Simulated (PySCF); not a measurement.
C₆ coefficients of unlike pairs at UHF

Calculated with PySCF 2.14 from the dipole response of each species, C₆(A,B) = (3/π) ∫ α_A(iu) α_B(iu) du, in atomic units, from isotropic polarisabilities. For ions this is the dispersion term alone; charge-induced terms of lower order in 1/R come first.

```json
{"species": "Tc³⁺", "configuration": "[Kr] 4d4 (5D)", "basis": "dyall-av2z (22s15p11d2f)", "relativity": "none", "α (bohr³)": "4.759", "C₆ (like pair)": "21.42"}
{"species": "Pb", "configuration": "[Xe] 4f14 5d10 6s2 6p2 (3P)", "basis": "def2-TZVPPD with the def2 core potential (60 electrons) (7s5p4d2f)", "relativity": "core potential", "α (bohr³)": "62.58", "C₆ (like pair)": "740.3"}
{"species": "Cl⁺", "configuration": "[Ne] 3s2 3p4 (3P)", "basis": "dyall-av3z (19s12p3d2f)", "relativity": "none", "α (bohr³)": "8.497", "C₆ (like pair)": "40.21"}
{"species": "Mn³⁺", "configuration": "[Ar] 3d4 (5D)", "basis": "aug-cc-pwCVTZ-DK with one added diffuse shell each of s, p, d, f, g type (11s10p8d5f4g)", "relativity": "spin-free X2C", "α (bohr³)": "1.831", "C₆ (like pair)": "4.553"}
```

Problem. Estimate C₆ for Mn³⁺ with Tc³⁺.

Solution. The integral gives 9.719. The combination rule 2 C_A C_B / (C_A α_B/α_A + C_B α_A/α_B) gives 9.717 and the geometric mean 9.876.

No spin-orbit coupling is included, so Pb, close to jj coupling, stand for model states.

The other pairs:

| pair | C₆ |
| --- | --- |
| Cl⁺, Tc³⁺ | 28.17 |
| Pb, Tc³⁺ | 102.7 |
| Cl⁺, Pb | 157.9 |
| Mn³⁺, Cl⁺ | 12.17 |
| Mn³⁺, Pb | 42.89 |
